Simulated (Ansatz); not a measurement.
Reactions of C2H5NO2, SMILES `COC(=N)O`.

Computed with Ansatz on PBE0-D4/def2-TZVP structures; ΔE is electronic, products minus reactants. CBS: MP2 limit from def2 TZ/QZ plus the TZ coupled-cluster correction, frozen cores. This one scheme is used for every species. DFT in def2-TZVPP. Elements past krypton have def2 core potentials. For Br, Sb, Sn outer-core shells are correlated without core-valence functions, which leaves a few kJ/mol of doubt a bond. Scalar relativity is left out up to krypton. Each species was taken in one conformer, which may not be the lowest.

```json
{"reaction": "`COC(=N)O` + HBr → `N=C(O)Br` + CH₃OH", "B2PLYP (eV)": "0.65", "PBE0-D4 (eV)": "0.68", "ωB97M-V (eV)": "0.70", "CCSD(T)/CBS(def2) (eV)": "0.64"}
{"reaction": "`COC(=N)O` + `[SH][SbH2]` → `C[S][SbH2]` + `N=C(O)O`", "B2PLYP (eV)": "-0.23", "PBE0-D4 (eV)": "-0.27", "ωB97M-V (eV)": "-0.24", "CCSD(T)/CBS(def2) (eV)": "-0.27"}
{"reaction": "`COC(=N)O` + `[SnH4]` → `CO[C](=N)[SnH3]` + H₂O", "B2PLYP (eV)": "0.15", "PBE0-D4 (eV)": "0.22", "ωB97M-V (eV)": "0.20", "CCSD(T)/CBS(def2) (eV)": "-0.01"}
{"reaction": "`COC(=N)O` + `[SiH3]N[SiH2]Cl` → `CN([SiH3])[SiH2]Cl` + `N=C(O)O`", "B2PLYP (eV)": "0.03", "PBE0-D4 (eV)": "-0.03", "ωB97M-V (eV)": "-0.01", "CCSD(T)/CBS(def2) (eV)": "-0.01"}
```

Largest T1 diagnostic: 0.014, for `CO[C](=N)[SnH3]`.
